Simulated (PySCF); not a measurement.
C₃H₃N₂, multiplicity 2. Atoms are numbered in the order given.

```xyz
8

C      0.0000     0.0000    -1.1451
C      0.0000     1.1190    -0.2896
N      0.0000     0.6167     0.9684
N      0.0000    -0.6167     0.9684
C      0.0000    -1.1190    -0.2896
H      0.0000     0.0000    -2.2349
H      0.0000     2.1883    -0.4881
H      0.0000    -2.1883    -0.4881
```
Charge 0, spin multiplicity 2.

Coordinates come from a ωB97X-D3(BJ)/def2-SVP optimisation. The isomer is the one that the SMILES or the coordinates give; other isomers of the formula were not compared.

Computed with PBE/def2-TZVP (PySCF).

ESP charges are fitted to the potential on shells at 1.4 to 2.0 van der Waals radii. Atomic charges (e):

| atom | meta-Löwdin | ESP fit | Mulliken spin |
|---|---|---|---|
| C1 | -0.19 | -0.32 | 0.05 |
| C2 | -0.10 | -0.03 | 0.06 |
| N3 | -0.01 | -0.05 | 0.42 |
| N4 | -0.01 | -0.05 | 0.42 |
| C5 | -0.10 | -0.03 | 0.06 |
| H6 | 0.14 | 0.19 | 0.00 |
| H7 | 0.14 | 0.14 | 0.00 |
| H8 | 0.14 | 0.14 | 0.00 |

Problem. Give the Mayer and Wiberg (Löwdin basis) orders of the bonds. (An estimate is asked for; the answer gives what the named calculation found.)

Solution. 
```csv
bond,Mayer,Wiberg
C1–C2,1.44,1.60
C2–N3,1.38,1.66
N3–N4,1.63,2.08
C1–C5,1.44,1.60
N4–C5,1.38,1.66
C1–H6,0.95,0.86
C2–H7,0.96,0.87
C5–H8,0.96,0.87
```
